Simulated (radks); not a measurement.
Values are calculated unless marked as measured or tabulated.
Ne4+, configuration [He] 2s2 2p2.

Code: a radial shooting solver on a logarithmic mesh with Libxc functionals. Model: scalar-relativistic Kohn-Sham, PBEsol, spin-polarised, spherical densities, finite nucleus; open shells are filled with parallel spins first; Fermi nuclear charge, rms radius 3.0055 fm.

Energy parts (eV):
part                     energy
total                 -3277.627
kinetic                3280.000
electron-nucleus      -7276.228
Hartree                 971.117
exchange-correlation   -252.516

Orbitals (lengths in bohr, moments of r in powers of bohr; <r^-3> diverges for s and p1/2; r(max) is where P^2 peaks):
orbital  occ.  eigenvalue (eV)  <1/r>  r(max)    <r^2>  <r^-3>
1s up       1        -950.5884  9.614  0.1028  0.03369       -
1s down     1        -947.6812  9.637  0.1027  0.03345       -
2s up       1        -133.2104  1.926  0.6289   0.6810       -
2s down     1        -126.6294  1.885  0.6358   0.7062       -
2p up       2        -111.8166  1.839  0.5348   0.6034   18.78
2p down     0        -104.5688  1.801  0.5454   0.6388   18.03

The highest occupied level is 2p up at -111.82 eV. For comparison, the ionisation energy in NIST's Atomic Spectra Database is 126.25 eV (measured). In exact Kohn-Sham theory the highest level is minus the ionisation energy, but local and semilocal functionals leave it too shallow, through self-interaction and a potential that decays too fast; potentials with the right tail come closer. Spin moment in Bohr magnetons: 2.
